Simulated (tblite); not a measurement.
Species: C5H12NSi (doublet state).
Cartesian coordinates in Å at the GFN2-xTB level; atoms count from 1:
```xyz
19
C5H12NSi angstrom
C     -2.6703    1.0005    0.3551
C     -1.2491    0.5135    0.6101
C     -1.0559   -0.9320    0.1604
C      0.3757   -1.4230    0.4126
C      1.3774   -0.6723   -0.3981
N      2.3510   -0.0450    0.1883
Si     3.6662    0.8911   -0.1027
H     -2.7951    2.0235    0.7032
H     -2.9005    0.9689   -0.7079
H     -3.3881    0.3706    0.8768
H     -1.0232    0.5897    1.6759
H     -0.5394    1.1507    0.0778
H     -1.2819   -1.0141   -0.9058
H     -1.7552   -1.5752    0.7002
H      0.4241   -2.4875    0.1558
H      0.6270   -1.3129    1.4682
H      1.2381   -0.6789   -1.4777
H      4.2537    1.4087   -1.3314
H      4.3357    1.2328    1.1322
```

Method: GFN2-xTB as coded in tblite; computed harmonic values from a numerical Hessian at the method's own geometry, unscaled. This tight-binding method is rough: wavenumbers can miss measured ones by several per cent, in bad cases by 10 to 20. Modes of hydrogen on silicon can be 10 to 20 % off. One conformer, not necessarily the lowest. Open shells enter through the occupations alone, without spin polarisation, and single modes of such species can be off by tens of per cent.

Harmonic wavenumbers (cm⁻¹): 33.1, 71.2, 99.9, 138.5, 166.4, 231.2, 249.5, 273.8, 313.2, 399.4, 409.0, 470.7, 526.2, 666.4, 781.8, 790.0, 844.9, 877.8, 927.6, 982.6, 1026.2, 1087.5, 1101.7, 1115.3, 1143.1, 1193.5, 1231.5, 1277.5, 1291.3, 1301.7, 1341.6, 1367.0, 1415.3, 1459.6, 1491.9, 1498.7, 1505.5, 1508.7, 1516.9, 2301.9, 2415.8, 2908.5, 2932.3, 2956.6, 2972.7, 2973.3, 2985.4, 3000.9, 3026.7, 3030.0, 3035.5.

A = 4434, B = 819.2, C = 726.5 MHz; mass 114.074 u (most abundant isotopes); point group C1, symmetry number 1; spin multiplicity 2.

Question: Zero-point energy?

Answer: ½Σν̃ = 34334 cm⁻¹ = 410.72 kJ/mol.

Question: Give the ideal-gas entropy at 500 K and 1 bar in the rigid-rotor, harmonic-oscillator model (classical rotation).

Answer: Translation 178.68, rotation 128.58, vibration 207.78, spin (R ln 2) 5.76: S = 520.8 J/(mol K).

Question: And Cp and H(500 K) − H(0)?

Answer: Cp = 228.96 J/(mol K), of which vibrations give 195.70 (their classical limit is 51 R = 424.0); H(500 K) − H(0) = 68.33 kJ/mol without the zero-point energy, 51.71 from vibrations.

Question: How do the functions run with temperature in this model?

Answer: 
```csv
T (K),S (J/(mol K)),Cp (J/(mol K)),H − H(0) (kJ/mol),G − H(0) (kJ/mol),ln q(vib)
100,299.3,81.0,5.62,-24.31,2.03
200,367.8,119.5,15.72,-57.84,4.80
300,423.2,156.8,29.51,-97.45,7.47
800,646.2,304.3,149.23,-367.69,19.75
1000,717.9,338.0,213.63,-504.23,24.23
```

q(vib) and H(0) count from the zero-point level.

Question: Blend soft modes into free rotors: weight 1/[1 + (100 cm⁻¹/ν̃)⁴] for the oscillator and the rest for a rotor with moment μB/(μ + B), μ = h/(8π²ν), B = 10⁻⁴⁴ kg m². What vibrational entropy results?

Answer: 190.57 J/(mol K) in place of 207.78, which changes −T·S at 500 K by +8.61 kJ/mol.

Hindered rotation and anharmonicity are outside this model. Other conformers, if any are populated, would add a mixing term that is left out. The structure is chiral; the term R ln 2 for an equal mix with its mirror image is left out.
